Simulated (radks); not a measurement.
Spherical jellium clusters: N electrons in a uniform positive sphere of charge N and radius rs N^(1/3), rs = 2.4 bohr. Method: non-relativistic Kohn-Sham, exchange-only LDA, spin-polarised, spherical densities; computed with a radial shooting solver with Libxc functionals. Levels are named by radial order and angular momentum (1s, 1p, 1d, 2s, ...), and open shells are averaged over m.

N = 19, configuration 1s2 1p6 1d10 2s(up 1, down 0). This is the lowest configuration that the search found. Occupied and some empty levels:

level    occupation  eigenvalue (eV)  <r> (bohr)
1s up             1          -8.8371       3.760
1s down           1          -8.4510       3.974
1p up             3          -6.3647       4.804
1p down           3          -6.2192       4.835
1d up             5          -3.6797       5.636
1d down           5          -3.5632       5.610
2s up             1          -3.3195       5.234
2s down           0          -2.7290       5.442
1f up             0         -0.91050       6.718
2p up             0         -0.81967       7.998
1f down           0         -0.76800       6.688
2p down           0         -0.58942       8.487

Energy (eV): total -1.01291, kinetic 78.309, external -1770.5, Hartree 854.75, exchange-correlation -83.929, background 920.34.
